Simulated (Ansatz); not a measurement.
Basis-set extrapolation for `C/C=N/C[SiH3]` (PBE0-D4/def2-TZVP geometry, frozen core, Ansatz 0.2.0). Multiplicity 1, RHF reference.

```
                      def2-TZVPP   def2-QZVPP
                 HF  -462.277671  -462.294879
    MP2 correlation    -0.839807    -0.894862
CCSD(T) correlation    -0.931793      not run
```

Energies in hartree. Use E(X) = E(∞) + A·exp(−7.88·√X) for Hartree–Fock and E(X) = E(∞) + B·X^(−2.97) for correlation, with X = 3 and 4, and add CCSD(T) minus MP2 of the smaller set to the MP2 limit.

Q: What is the CCSD(T) energy at the basis-set limit?

A: HF limit: -462.294879 + (-0.017208) × 0.13774 = -462.29725. MP2 limit: -0.894862 + (-0.055055) × 0.74074 = -0.93564. Higher-order term: -0.931793 − (-0.839807) = -0.09199. Total: -463.32488 hartree, 72.4 kcal/mol below CCSD(T)/def2-TZVPP.
